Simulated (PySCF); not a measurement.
**SbH at PBE0**

Computed with PBE0; Sb def2-SVPD with ECP28, H def2-SVPD; scalar-relativistic core potentials (PySCF 2.14).

* state: singlet, one real π or δ orbital doubly filled, a mixture of terms (⟨Lz²⟩ = 2.0), a second solution, started from another occupation
* bond length: 1.722 Å
* harmonic wavenumber: 1945 cm⁻¹
* force constant: 2.23 mdyn/Å
* rotational constant Be: 5.689 cm⁻¹
* anharmonicity ωexe: 28.0 cm⁻¹
* vibration–rotation constant αe: 0.135 cm⁻¹
* energy of the minimum from ground-state Sb + H: -1.21 eV
* HOMO–LUMO gap: 1.00 eV
* bond order (Mayer): 1.06
* dipole moment (positive dipole means Sb(−)H(+)): -0.20 D

Spin–orbit coupling is left out, which matters for elements this heavy, above all for dissociation energies.
